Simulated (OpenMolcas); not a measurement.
Pt4+ (d6) among equal point charges was computed by CASSCF with the d shell active (OpenMolcas, ANO-RCC-VTZP on the metal). Its lowest spin-free states, and all those of the highest spin:

```
2S+1  Degeneracy  E (cm-1)
   5           1       0.0
   5           2      2363
   5           2      7252
   3           1     18741
   3           2     18840
   3           2     19971
   3           1     21157
   3           2     21705
   3           1     23121
   3           2     23218
   3           1     23553
   3           2     24282
```

Question: Is the site octahedral, tetrahedral or cube-like, axial, or of lower symmetry?

Answer: The states with 2S+1 = 5 have orbital degeneracies 1, 2, 2. There are pairs but no triples, so the site is axial: not cubic, but with a proper or improper axis of order three or more. The run had Pt4+ among 6 point charges of -1.7 e arranged as a trigonal antiprism (D3d), 2.25 Å from the ion, with a polar angle of 61.3° against the regular 54.74°.

Spin-orbit coupling mixes the spin-free states strongly: the lowest level takes only 57 % from its leading state, 5A1. Without dynamic correlation the repulsion within the d shell is too large (B by tens of per cent), so at a given field states of lower spin stand too high. Point charges give a weaker field than real ligands, and real ions of this kind are as a rule low spin; the high spin found here belongs to the model. Point charges carry no covalency, so the field is a model and not that of real ligands. No measured value stands beside these numbers.
